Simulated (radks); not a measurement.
All-electron atom: K in [Ar] 3d1 (not the ground configuration).

Calculated with a radial shooting solver on a logarithmic mesh with Libxc functionals: scalar-relativistic Kohn-Sham, PBE, spin-polarised, spherical densities, point nucleus; open shells are filled with parallel spins first.

Energy parts (hartree):
part                       energy
total                  -601.99948
kinetic                 605.61220
electron-nucleus      -1431.71629
Hartree                 257.43845
exchange-correlation    -33.33384

Orbitals (lengths in bohr, moments of r in powers of bohr; r(max) is where P^2 peaks):
| orbital | occ. | eigenvalue (hartree) | r(max) | <r^2> |
|---|---|---|---|---|
| 1s down | 1 | -129.4977 | 0.05302 | 0.008837 |
| 1s up | 1 | -129.4975 | 0.05302 | 0.008837 |
| 2s up | 1 | -13.04105 | 0.3181 | 0.1781 |
| 2s down | 1 | -13.04075 | 0.3181 | 0.1781 |
| 2p up | 3 | -10.34809 | 0.2627 | 0.1524 |
| 2p down | 3 | -10.34791 | 0.2627 | 0.1524 |
| 3s up | 1 | -1.35216 | 1.078 | 1.868 |
| 3s down | 1 | -1.34943 | 1.077 | 1.863 |
| 3p up | 3 | -0.74529 | 1.157 | 2.450 |
| 3p down | 3 | -0.74175 | 1.156 | 2.437 |
| 3d up | 1 | -0.02563 | 7.502 | 78.94 |

The highest occupied level is 3d up at -0.697 eV. Summed over all electrons, <r^2> = 98.62 bohr^2, which gives a Langevin (diamagnetic) susceptibility term of -78.1 x 10^-6 cm^3/mol.
